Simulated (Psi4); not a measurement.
Pair of molecules, SMILES Cl with SMILES N#N (the first has 2 atoms); geometry from B3LYP-D3(BJ)/def2-TZVP, rigid monomers moved along the line of their centres of mass till H2···N3 is 2.09 Å.
(charge 0, multiplicity 1):
```csv
atom,x (Å),y (Å),z (Å)
Cl,-0.1797,-0.2793,-0.3226
H,-0.1622,-0.2077,0.9591
N,-0.1329,-0.0895,3.0464
N,-0.1167,-0.0278,4.1348
```

Computed with SAPT0/jun-cc-pV(D+d)Z run with Psi4 1.11.

Question: Which attractive term is largest, and how does the interaction split up?

Answer: electrostatics -12.4, exchange 23.6, induction -6.3, dispersion -6.5, total -1.8 kJ/mol; the largest attraction is electrostatics.
